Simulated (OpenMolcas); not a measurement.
Re3+: effect of the active space

```yaml
Program: OpenMolcas
Method: MS-CASPT2 or its RAS form, IPEA 0.25 Eh, imaginary shift 0.1 Eh
Basis: ANO-RCC-VTZP
Scalar_Hamiltonian: DKH2, point nucleus
Spin-orbit_coupling: state interaction with AMFI integrals over the reference wave functions, term energies averaged over their components
```

A. 4 electrons in 5 orbitals (5d); 2S+1 = 5 even, 5 roots; 2S+1 = 3 even, 45 roots; 2S+1 = 1 even, 50 roots; closed shells correlated: 5s 5p; CASPT2 step about 40 core-seconds
B. 10 electrons in 8 orbitals (RAS1 5p, at most 2 holes; RAS2 5d); 2S+1 = 5 even, 5 roots; 2S+1 = 3 even, 45 roots; 2S+1 = 1 even, 50 roots; closed shells correlated: 5s; CASPT2 step roughly 2.2 core-minutes
C. 4 electrons in 9 orbitals (RAS2 5d 6s; RAS3 6p, at most 2 electrons); 2S+1 = 5 even, 15 roots; 2S+1 = 3 even, 90 roots kept (CI in the orbitals of an earlier block); 2S+1 = 1 even, 90 roots kept (CI in the orbitals of an earlier block); 2S+1 = 5 odd, 51 roots (14 in the spin-orbit step); 2S+1 = 3 odd, 84 roots kept (CI in the orbitals of an earlier block, 5 in the spin-orbit step); 2S+1 = 1 odd, 89 roots kept (CI in the orbitals of an earlier block, 0 in the spin-orbit step); closed shells correlated: 5s 5p; CASPT2 step roughly 4 core-minutes
D. 4 electrons in 10 orbitals (5d 6d); 2S+1 = 5 even, 5 roots; 2S+1 = 3 even, 45 roots; 2S+1 = 1 even, 50 roots; closed shells correlated: 5s 5p; CASPT2 step of the order of 15 core-minutes

Energies in cm⁻¹ above 5d⁴ ⁵D₀, the measured ground level; measured values from the list in Brasseur, Gamrath and Quinet, At. Data Nucl. Data Tables 157, 101636 (2024).

```tsv
Level	A	B	C	D	Measured
5d⁴ ⁵D₀ [67 %]	0.0	0.0	0.0	0.0	0.0
5d⁴ ⁵D₁	3070	3160	3300	3150	3084
5d⁴ ⁵D₂	6000	6170	6380	6120	5979
5d⁴ ⁵D₃	8440	8670	8870	8580	8350
5d⁴ ⁵D₄	10320	10590	10710	10490	10121
5d⁴ ³P₀(1) [57 %]	15520	15810	15440	15210	
5d⁴ ³H₄ [57 %]	18100	18280	18450	18090	16946
5d⁴ ³P₁(1)	20830	21250	20530	20490	19340
5d⁴ ³G₃ [57 %]	21330	21640	21370	21220	19817
5d⁴ ³F₂(1) [71 %]	21630	22020	21300	21390	19851
5d⁴ ³H₅	22190	22460	22720	22280	20930
5d⁴ ³H₆	24160	24390	24760	24370	22896
5d⁴ ³P₂(1) [59 %]	26170	26650	25940	25900	
5d⁴ ³F₃(1) [54 %]	28380	28890	28430	28250	
5d⁴ ³D₃ [59 %]	30210	30730	30490	30190	28526
5d⁴ ³G₅	31700	32260	32180	31920	30052
5d⁴ ³D₁	33560	34170	33630	33440	31543
5d⁴ ¹I₆	33990	34300	34850	34360	32396
5d⁴ ¹G₄(1) [50 %]	38260	38910	38560	38490	
5d⁴ ¹S₀(1)	38450	39190	38720	38620	36484
5d⁴ ¹F₃ [68 %]	40970	41440	41050	41030	38458
5d⁴ ³P₂(2)	44950	45470	44010	44970	
5d⁴ ³F₂(2) [73 %]	49120	49440	48480	49010	
5d⁴ ³F₃(2)	49880	50210	49490	49950	46525
```

Deviations, from unrounded energies. A percentage is the sum of absolute deviations over the sum of measured energies, with the sign that they share, or ± where signs differ.

```json
{"Against measurement": "mean absolute deviation (cm-1)", "Levels": "17", "A": "1400", "B": "1700", "C": "1600", "D": "1400"}
{"Against measurement": "fine structure of the ground term (%)", "Levels": "4", "A": "±1.2", "B": "+3.8", "C": "+6.3", "D": "+2.9"}
{"Against measurement": "other terms of the ground configuration (%)", "Levels": "13", "A": "+6.4", "B": "+7.8", "C": "+7.1", "D": "+6.5"}
```

A, D lie about equally close to measurement and B furthest from it. The largest miss of A in the table is 5d⁴ ³F₃(2), by +3400 cm-1. The ranking rests on the paired levels alone, and a cruder setting can come out closer through cancelling errors.

The two smallest mean deviations differ by little beside CASPT2's spread within terms, so their order carries little weight.

Among A to D the level of the table that moves most is 5d⁴ ³P₂(2), by 1500 cm-1 (lowest in C, highest in B). Moves below CASPT2's spread within the term are not significant.

CASPT2 breaks the degeneracy within a term, and the mean is taken; among the terms shown or strongly mixed into the levels shown the widest spread is 1300 cm-1 (5d⁴ ¹I, B). The CASPT2 spread within a term exceeds the gap to the next term for 5d⁴ ³D and 5d⁴ ¹I, 5d⁴ ¹I and 5d⁴ ¹G(1), so the order of their levels is uncertain (figures for A; the like holds for B, D). Active for correlation alone: 5p; no level in the range computed is led by a configuration that opens it, so any true level of that kind is missing (holds for B). Blocks of more than 70 roots (2S+1 = 3 even, 1 even) ran without multistate coupling (holds for C). Some high roots are left out of the spin-orbit mixing, which shifts the levels that they would mix with (holds for C). Terms from blocks run as CI alone lack orbitals of their own (holds for C). Active for correlation alone: 6d; no level in the range computed is led by a configuration that fills it, so any true level of that kind is missing (holds for D). Computed and measured levels are paired by configuration, term and J; levels that our copy of the source lacks, or whose pairing is in doubt (as where it misses far off the trend of its configuration), stay unpaired and out of the deviations. Levels of configurations outside the active space are missing. Levels that lie high or do not pair safely by name in every column are left out.

A share in square brackets marks a mixed level and gives the weight of the term that names it, the lowest over the columns. A number in round brackets counts repeated terms of one configuration in the order of the reference energies.
